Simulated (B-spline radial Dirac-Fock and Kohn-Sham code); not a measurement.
# Satellites and hypersatellites of the K lines of La³⁷⁺

System: La³⁷⁺ in the configuration 1s2 2s2 2p6 3s2 3p6 3d2.

These are calculated numbers from a radial atomic solver; the model is Dirac-Fock energy differences between relaxed states, corrected for Breit and QED terms. Each two-hole energy is an average over J within one jj subconfiguration, not an observable level; in light atoms, where LS coupling holds, the j-resolved values are not observed lines, and for a K spectator the Kα1 hypersatellite is nearly forbidden. Correlation energy is missing from these numbers.

Lines without a spectator: Kα2 (K-L2) 33081.1 eV, Kα1 (K-L3) 33496.0 eV, Kβ3 (K-M2) 38069.8 eV, Kβ1 (K-M3) 38167.3 eV. Shifts in eV with one spectator hole (a dash: not computed, or left out as unreliable):

```
spectator hole     Kα2     Kα1     Kβ3     Kβ1
        K (1s)  +684.2  +713.8  +887.5  +895.0
    L2 (2p1/2)   +83.2  +106.2       –  +224.3
    L3 (2p3/2)   +76.7   +78.9  +192.5       –
    M2 (3p1/2)       –  +18.72   +43.8   +50.4
    M3 (3p3/2)  +13.52       –   +42.9   +42.8
```

With n spectator holes in 2p, averaged over the 2p shell (energies in eV):

```tsv
n	KαLⁿ	step	hypersatellite KαʰLⁿ
0	33357.7	–	34061.6
1	33443.6	+85.9	34149.3
2	33531.1	+87.5	34238.5
3	33620.2	+89.1	34329.2
4	33710.8	+90.6	34421.6
5	33803.0	+92.2	34515.5
```
